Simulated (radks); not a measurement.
Trend from Rb+ to Xe+: ionisation energy by Delta-SCF between NIST ground configurations, and size. Calculated with a radial shooting solver on a logarithmic mesh with Libxc functionals: Dirac Kohn-Sham, LDA (Slater exchange, Perdew-Wang correlation), spin-unpolarised, spherical densities, point nucleus; open shells fill j = l - 1/2 first.

species,configuration,configuration of the ion,IE (eV),NIST (eV),kind,-e(HOMO) (eV),outermost,<r> outermost (bohr),r at 0.001 e/bohr^3 (bohr)
Rb+,[Kr],[Ar] 3d10 4s2 4p5,27.429,27.290,exp.,21.496 (4p3/2),4p3/2,1.73,3.64
Sr+,[Kr] 5s1,[Kr],11.176,11.030,exp.,8.581 (5s1/2),5s1/2,3.85,4.46
Zr+,[Kr] 4d2 5s1,[Kr] 4d2,13.216,13.130,exp.,10.199 (5s1/2),5s1/2,3.40,4.47
Nb+,[Kr] 4d4,[Kr] 4d3,14.313,14.320,semi-emp.,9.570 (4d3/2),4d3/2,2.05,4.08
Mo+,[Kr] 4d5,[Kr] 4d4,15.528,16.2,semi-emp.,10.504 (4d5/2),4d5/2,1.91,4.00
Tc+,[Kr] 4d5 5s1,[Kr] 4d5,15.169,15.260,semi-emp.,11.695 (5s1/2),5s1/2,3.01,4.21
Ru+,[Kr] 4d7,[Kr] 4d6,18.237,16.8,semi-emp.,12.620 (4d5/2),4d5/2,1.66,3.83
Rh+,[Kr] 4d8,[Kr] 4d7,19.553,18.080,semi-emp.,13.654 (4d5/2),4d5/2,1.56,3.75
Pd+,[Kr] 4d9,[Kr] 4d8,20.852,19.4,semi-emp.,14.677 (4d5/2),4d5/2,1.47,3.67
Ag+,[Kr] 4d10,[Kr] 4d9,22.138,21.484,exp.,15.693 (4d5/2),4d5/2,1.40,3.59
Cd+,[Kr] 4d10 5s1,[Kr] 4d10,17.515,16.908,exp.,13.450 (5s1/2),5s1/2,2.62,3.85
In+,[Kr] 4d10 5s2,[Kr] 4d10 5s1,19.656,18.870,exp.,15.300 (5s1/2),5s1/2,2.46,3.98
Sn+,[Kr] 4d10 5s2 5p1,[Kr] 4d10 5s2,14.672,14.633,exp.,10.836 (5p1/2),5p1/2,2.81,4.18
Sb+,[Kr] 4d10 5s2 5p2,[Kr] 4d10 5s2 5p1,16.679,16.63,exp.,12.564 (5p1/2),5p1/2,2.60,4.23
Te+,[Kr] 4d10 5s2 5p3,[Kr] 4d10 5s2 5p2,17.682,18.6,exp.,13.451 (5p3/2),5p3/2,2.51,4.23
I+,[Kr] 4d10 5s2 5p4,[Kr] 4d10 5s2 5p3,19.548,19.131,exp.,15.071 (5p3/2),5p3/2,2.35,4.18
Xe+,[Kr] 4d10 5s2 5p5,[Kr] 4d10 5s2 5p4,21.398,20.975,semi-emp.,16.685 (5p3/2),5p3/2,2.22,4.11

Reference values: NIST Atomic Spectra Database (exp. = measured, semi-emp. = semi-empirical, theory = theoretical value adopted there). Spin polarisation and multiplet splitting are left out, so open shells lie too high by an amount that depends on their filling.

Beside tabulated values, note that spin-unpolarised runs miss the spin-polarisation part of the exchange energy of open shells.
